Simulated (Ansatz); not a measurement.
Problem. Predict a relaxed structure of the cluster Cu3H (the lowest singlet isomer of a short search), charge 0, singlet, at PBE-D4/def2-TZVP (Ansatz).

Solution. 
Cartesian coordinates in Å:
```
Cu -0.0973 0.3352 0.6204
Cu 0.7914 -1.2331 -0.9612
Cu -0.7847 0.2328 -1.7547
H 0.0906 0.6651 2.0955
```
Point group Cs (tolerance 0.1 Å). This is one stationary point.

The relaxation made no stability test and no search for a lower SCF solution. The structure comes from a short search, and lower isomers may exist.
